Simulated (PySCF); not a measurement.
H5Si2, doublet, at the geometry of the source list; R2SCAN/6-31G** (PySCF).

The PySCF input:
```python
from pyscf import gto, scf, dft

mol = gto.M(
    atom='''
Si    1.29670000   -0.12590000    0.26840000
Si   -0.95230000    0.08030000    0.01870000
H     2.18680000    0.95230000   -0.18370000
H     1.98600000   -1.37060000   -0.07560000
H    -1.63230000   -0.34810000    1.25010000
H    -1.29840000    1.48740000   -0.20760000
H    -1.58660000   -0.67540000   -1.07020000
''',
    basis='6-31g**',
    spin=1,
    verbose=4,
)

mf = dft.UKS(mol)
mf.xc = 'r2scan'
mf.kernel()
mf.analyze()
```

Problem. Write the output that PySCF gives for this input, abridged.

Solution. 
```
PySCF version 2.14.0

[INPUT] verbose = 4
[INPUT] num. atoms = 7
[INPUT] num. electrons = 33
[INPUT] charge = 0
[INPUT] spin (= nelec alpha-beta = 2S) = 1
[INPUT] symmetry False subgroup None
[INPUT] Mole.unit = angstrom
[INPUT] Symbol           X                Y                Z      unit          X                Y                Z       unit  Magmom
[...]
nuclear repulsion = 84.190383745187
number of shells = 31
number of NR pGTOs = 137
number of NR cGTOs = 61
basis = 6-31g**
ecp = {}

******** <class 'pyscf.dft.uks.UKS'> ********
method = UKS
initial guess = minao
damping factor = 0
level_shift factor = 0
DIIS = <class 'pyscf.scf.diis.CDIIS'>
diis_start_cycle = 1
diis_space = 8
diis_damp = 0
SCF conv_tol = 1e-09
SCF conv_tol_grad = None
SCF max_cycles = 50
direct_scf = True
direct_scf_tol = 1e-13
number electrons alpha = 17  beta = 16
XC library pyscf.dft.libxc version 7.1.2
    S. Lehtola, C. Steigemann, M. J. T. Oliveira, and M. A. L. Marques,  SoftwareX 7, 1–5 (2018)
XC functionals = r2scan
    J. W. Furness, A. D. Kaplan, J. Ning, J. P. Perdew, and J. Sun,  J. Phys. Chem. Lett. 11, 8208–8215 (2020)
    J. W. Furness, A. D. Kaplan, J. Ning, J. P. Perdew, and J. Sun,  J. Phys. Chem. Lett. 11, 9248–9248 (2020)
    J. W. Furness, A. D. Kaplan, J. Ning, J. P. Perdew, and J. Sun,  J. Phys. Chem. Lett. 11, 8208–8215 (2020)
    J. W. Furness, A. D. Kaplan, J. Ning, J. P. Perdew, and J. Sun,  J. Phys. Chem. Lett. 11, 9248–9248 (2020)
radial grids:
    Treutler-Ahlrichs [JCP 102, 346 (1995); DOI:10.1063/1.469408] (M4) radial grids

becke partition: Becke, JCP 88, 2547 (1988); DOI:10.1063/1.454033
pruning grids: <function nwchem_prune>
grids dens level: 3
symmetrized grids: False
atomic radii adjust function: <function treutler_atomic_radii_adjust>
small_rho_cutoff = 0
Set gradient conv threshold to 3.16228e-05
tot grids = 87400
init E= -581.638140058399

cycle= 1 E= -581.827533781627  delta_E= -0.189  |g|= 0.0859  |ddm|= 1.56
cycle= 2 E= -581.832816821126  delta_E= -0.00528  |g|= 0.0395  |ddm|= 0.232
cycle= 3 E= -581.83408670974  delta_E= -0.00127  |g|= 0.0159  |ddm|= 0.0901
cycle= 4 E= -581.834327544015  delta_E= -0.000241  |g|= 0.00253  |ddm|= 0.0311
cycle= 5 E= -581.834335915058  delta_E= -8.37e-06  |g|= 0.000765  |ddm|= 0.00681
cycle= 6 E= -581.834336780625  delta_E= -8.66e-07  |g|= 0.000273  |ddm|= 0.00221
cycle= 7 E= -581.834336884467  delta_E= -1.04e-07  |g|= 0.000121  |ddm|= 0.000797
cycle= 8 E= -581.834336899515  delta_E= -1.5e-08  |g|= 2.9e-05  |ddm|= 0.00028
cycle= 9 E= -581.834336900581  delta_E= -1.07e-09  |g|= 8.18e-06  |ddm|= 9.32e-05
cycle= 10 E= -581.83433690067  delta_E= -8.9e-11  |g|= 2.74e-06  |ddm|= 2.31e-05
Extra cycle  E= -581.834336900672  delta_E= -2.16e-12  |g|= 1.99e-06  |ddm|= 9.2e-06
converged SCF energy = -581.834336900672  <S^2> = 0.75626937  2S+1 = 2.0062596
**** SCF Summaries ****
Total Energy =                        -581.834336900671929
Nuclear Repulsion Energy =              84.190383745186992
One-electron Energy =                 -972.833436575141832
Two-electron Energy =                  306.808715929282869
Two-electron Coulomb Energy =          350.443254340810370
DFT Exchange-Correlation Energy =      -43.634538411527487
**** MO energy ****
                             alpha | beta                alpha | beta
[...]
To work with the spin densities directly, `use mulliken_meta_spin()` only printing them here.

 ** Mulliken spin pop alpha/beta on meta-lowdin orthogonal AOs **
 ** Mulliken Spin Density (per AO)  **
spin_pop of  0 Si 1s        0.00000
spin_pop of  0 Si 2s        0.00000
spin_pop of  0 Si 3s        0.10584
spin_pop of  0 Si 4s       -0.00038
spin_pop of  0 Si 2px      -0.00000
spin_pop of  0 Si 2py      -0.00000
spin_pop of  0 Si 2pz       0.00001
spin_pop of  0 Si 3px       0.02976
spin_pop of  0 Si 3py       0.02679
spin_pop of  0 Si 3pz       0.85364
spin_pop of  0 Si 4px      -0.00062
spin_pop of  0 Si 4py      -0.00065
spin_pop of  0 Si 4pz       0.00058
spin_pop of  0 Si 3dxy      0.00025
spin_pop of  0 Si 3dyz     -0.00068
spin_pop of  0 Si 3dz^2    -0.00188
spin_pop of  0 Si 3dxz     -0.00040
spin_pop of  0 Si 3dx2-y2   -0.00004
spin_pop of  1 Si 1s        0.00000
spin_pop of  1 Si 2s        0.00000
spin_pop of  1 Si 3s       -0.00450
spin_pop of  1 Si 4s        0.00015
spin_pop of  1 Si 2px      -0.00000
spin_pop of  1 Si 2py       0.00000
spin_pop of  1 Si 2pz      -0.00000
spin_pop of  1 Si 3px      -0.00992
spin_pop of  1 Si 3py      -0.00353
spin_pop of  1 Si 3pz      -0.00664
spin_pop of  1 Si 4px      -0.00039
spin_pop of  1 Si 4py       0.00008
spin_pop of  1 Si 4pz       0.00031
spin_pop of  1 Si 3dxy      0.00004
spin_pop of  1 Si 3dyz      0.00009
spin_pop of  1 Si 3dz^2    -0.00005
spin_pop of  1 Si 3dxz      0.00259
spin_pop of  1 Si 3dx2-y2   -0.00015
spin_pop of  2 H 1s       -0.02262
spin_pop of  2 H 2s        0.00033
spin_pop of  2 H 2px      -0.00005
spin_pop of  2 H 2py      -0.00009
spin_pop of  2 H 2pz       0.00001
spin_pop of  3 H 1s       -0.02395
spin_pop of  3 H 2s        0.00034
spin_pop of  3 H 2px      -0.00003
spin_pop of  3 H 2py      -0.00013
spin_pop of  3 H 2pz       0.00003
spin_pop of  4 H 1s        0.01730
spin_pop of  4 H 2s        0.00019
spin_pop of  4 H 2px       0.00001
spin_pop of  4 H 2py       0.00001
spin_pop of  4 H 2pz       0.00009
spin_pop of  5 H 1s        0.00219
spin_pop of  5 H 2s        0.00003
spin_pop of  5 H 2px       0.00000
spin_pop of  5 H 2py       0.00001
spin_pop of  5 H 2pz      -0.00000
spin_pop of  6 H 1s        0.03560
spin_pop of  6 H 2s        0.00032
spin_pop of  6 H 2px      -0.00002
spin_pop of  6 H 2py       0.00006
spin_pop of  6 H 2pz       0.00007
 ** Mulliken Spin Density (per atom)  **
spin density of  0 Si =      1.01222
spin density of  1 Si =     -0.02191
spin density of  2 H =     -0.02241
spin density of  3 H =     -0.02374
spin density of  4 H =      0.01760
spin density of  5 H =      0.00223
spin density of  6 H =      0.03602
 ** Mulliken pop alpha/beta on meta-lowdin orthogonal AOs **
 ** Mulliken pop       alpha | beta **
In total            17.00000 | 16.00000
 ** Mulliken atomic charges   ( Nelec_alpha | Nelec_beta ) **
charge of  0Si =      0.08438  (     7.46392      6.45170 )
charge of  1Si =      0.21492  (     6.88159      6.90349 )
charge of  2H =     -0.04930  (     0.51344      0.53586 )
charge of  3H =     -0.05072  (     0.51349      0.53723 )
charge of  4H =     -0.06948  (     0.54354      0.52594 )
charge of  5H =     -0.06328  (     0.53275      0.53053 )
charge of  6H =     -0.06654  (     0.55128      0.51526 )
Dipole moment(X, Y, Z, Debye): -0.10602, -0.04451, -0.09988
```
